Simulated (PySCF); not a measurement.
Ti²⁺ (titanium, charge +2) across methods

[Ar] 3d1 4p1, one real determinant (an excited configuration). All numbers are calculated (PySCF 2.14, no relativity, point nucleus, in aug-cc-pVDZ).

| method | E (hartree) | mean ε 3p β (eV) | mean ε 3d α (eV) | mean ε 4p α (eV) | Σ⟨r²⟩ (bohr²) | ⟨S²⟩ |
| --- | --- | --- | --- | --- | --- | --- |
| PBE | -847.989 | -62.415 | -28.106 | -15.624 | 26.21 | 2.000 |
| TPSSh | -848.254 | -63.686 | -29.125 | -15.763 | 26.18 | 2.001 |
| BHandHLYP | -848.244 | -67.580 | -32.413 | -16.540 | 26.26 | 2.001 |
| r2SCAN | -848.193 | -63.235 | -28.438 | -15.589 | 26.18 | 2.001 |
| PBE0 | -848.039 | -65.094 | -30.272 | -16.162 | 26.22 | 2.000 |
| UHF | -847.37561 | -71.704 | -35.874 | -17.368 | 26.54 | 2.001 |
| wB97X-V | -848.120 | -67.685 | -32.726 | -17.673 | 26.31 | 2.000 |
| BLYP | -848.250 | -62.246 | -28.074 | -15.479 | 26.21 | 2.000 |

(1) Estimate the same row for LDA.

⟨L²⟩ = 8.01 against 12 for a pure F term, so this real determinant mixes terms.

## Answers

(1) E (hartree) = -846.145; mean ε 3p β (eV) = -62.494; mean ε 3d α (eV) = -28.043; mean ε 4p α (eV) = -15.591; Σ⟨r²⟩ (bohr²) = 26.27; ⟨S²⟩ = 2.000.
